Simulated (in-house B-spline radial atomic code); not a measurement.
**RPA and G0W0 on PBE: Sc9+**

Configuration [Ne] 3s2, mean-field start PBE. Computed with an all-electron radial atomic-structure program (B-spline basis): all electrons, scalar-relativistic (spin-free one-electron X2C), finite nucleus, each spin shell either full or empty, empty states to l = 9 with an (l + 1/2)⁻⁴ tail; G0W0 by contour deformation at full frequency.

Command:
```bash
python run_gw.py task.json out
```
Settings (radii: box in bohr, nucleus in fm):
```
Z                        21
electrons                12
configuration            [Ne] 3s2
hamiltonian              x2c
method                   pbe,pbe
lmax                     9
rms_radius               3.5459
spin_polarised           False
box_radius               7.11
intervals                67
ion_configuration        [Ne] 3s1
```

Time taken, with all properties: 4.2 s on 1 thread of Arm Neoverse N1, on a shared host.

Energies (hartree):

```
                                     term       value
                         mean-field total  -734.70736
Hartree-Fock functional on these orbitals  -734.39303
                      direct second order    -0.91894
                    second-order exchange     0.34107
                         SOSEX correction     0.30342
```

(1) What is the RPA correlation energy, and what remains with SOSEX?

Quasi-particle levels (eV):

```tsv
level	occupied	mean field	Σx - vxc	Σc	QP weight	G0W0
3s	yes	-214.68	-8.44	?	?	?
2p	yes	-586.02	-37.12	4.39	0.933	-618.75
3p	no	-191.05	12.44	-2.46	0.955	-181.07
```

G0W0 = mean field + (Σx - vxc) + Σc, with Σc (partial-wave tail included) taken at the quasi-particle energy. Levels of low weight are left out.

(2) Where does G0W0 put 3s?

(3) What does it cost to remove one electron (to [Ne] 3s1) by differences of total energies, each species on its own start (correlation terms add to the Hartree-Fock functional)?

Answers

(1) RPA gives -0.8146 hartree (-1.85 eV per electron); RPA + SOSEX gives -0.51118, and the second-order doubles -0.57788 hartree (no singles). SOSEX takes back 37 % of the RPA value.

(2) At -226.18 eV, with Σc = -3.06 eV and a quasi-particle weight of 0.965. The tabulated removal energy is 225.18 ± 0.05 eV (NIST, semi-empirical); the calculation leaves out spin-orbit coupling, Breit and QED terms, and what these don't explain is the method's own error.

(3) PBE 225.35 eV, Hartree-Fock functional 222.90 eV, + RPA 226.10 eV, + RPA + SOSEX 225.24 eV, + second order 226.16 eV. Tabulated: 225.18 ± 0.05 eV (NIST, semi-empirical); the calculation leaves out spin-orbit coupling, Breit and QED terms, and what these don't explain is the method's own error.
